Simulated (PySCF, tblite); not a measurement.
Question: What does the GFN2-xTB structure of InChI=1S/C4H6N2O2/c1-3-5-6-4(7-2)8-3/h1-2H3 look like in three dimensions?

Answer: 
```
atom  x, y, z in Å
C1     2.923    0.198    0.045
O2     1.731    0.878   -0.323
C3     0.627    0.205   -0.069
N4     0.502   -0.967    0.459
N5    -0.833   -1.214    0.509
C6    -1.437   -0.194    0.016
C7    -2.890    0.012   -0.146
O8    -0.552    0.772   -0.383
H9     3.008   -0.745   -0.498
H10    2.929   -0.010    1.116
H11    3.737    0.868   -0.222
H12   -3.205    0.893    0.410
H13   -3.130    0.168   -1.196
H14   -3.409   -0.865    0.225
```

Any rigid rotation of these coordinates is as good. Atoms count from 1 in this order. Of the pairs four or more bonds apart, N4···H10 is among the closest relative to their van der Waals radii: 2.69 Å, 98 % of the sum of Bondi's values. The 8 heavy atoms lie in one plane (0.000 Å rms). The 4 C–O bonds span 1.317 Å (O2–C3, drawn single) to 1.421 Å (C1–O2, drawn single), a spread of 0.104 Å. N4 (pyridine-type nitrogen) is bent (angle 106.0°).

Bonds between heavy atoms (Å): C1–O2 1.421, O2–C3 1.317, C3–N4 1.291, N4–N5 1.358, N5–C6 1.284, C6–C7 1.476, C6–O8 1.370, C3–O8 1.346.

The geometry is computed with GFN2-xTB (gas phase).

Point group: Cs (tolerance 0.08 Å). Its GFN2-xTB frequencies are all real (lowest 87 cm⁻¹). The numbers are those of one conformer (C1–O2–C3–N4 0°).
